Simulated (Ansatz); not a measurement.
Start from `NB(N)F` and change one element to get `[NH2][Ga]([NH2])[F]`.

Ansatz, PBE0-D4/def2-TZVP geometries, multiplicity 1. Each molecule was computed in one conformer, which needn't be the lowest.

Scalar relativity is left out up to krypton.

```tsv
property	`NB(N)F`
LUMO energy (PBE0/def2-TZVPP) / eV	0.78
HOMO energy (ωB97M-V/def2-TZVPP) / eV	-9.53
HOMO–LUMO gap (B3LYP/def2-TZVPP) / eV	7.32
LUMO energy (PBE/def2-TZVPP) / eV	0.00
HOMO–LUMO gap (ωB97M-V/def2-TZVPP) / eV	11.59
HOMO energy (B3LYP/def2-TZVPP) / eV	-6.91
```

Task: Give the same properties after the change, and the shifts. (An estimate is asked.)

Result: Computed: 
```csv
property,`[NH2][Ga]([NH2])[F]`,shift
LUMO energy (PBE0/def2-TZVPP) / eV,-0.30,-1.08
HOMO energy (ωB97M-V/def2-TZVPP) / eV,-9.77,-0.24
HOMO–LUMO gap (B3LYP/def2-TZVPP) / eV,6.46,-0.86
LUMO energy (PBE/def2-TZVPP) / eV,-1.21,-1.21
HOMO–LUMO gap (ωB97M-V/def2-TZVPP) / eV,11.10,-0.49
HOMO energy (B3LYP/def2-TZVPP) / eV,-7.14,-0.23
```

With PBE0 the HOMO falls by 0.23 eV and the LUMO falls by 1.08 eV, so the gap narrows by about 0.85 eV. PBE moves the HOMO by -0.24 eV and ωB97M-V by -0.24 eV.

B3LYP here is the variant with VWN-RPA as its local correlation; programs differ in this.
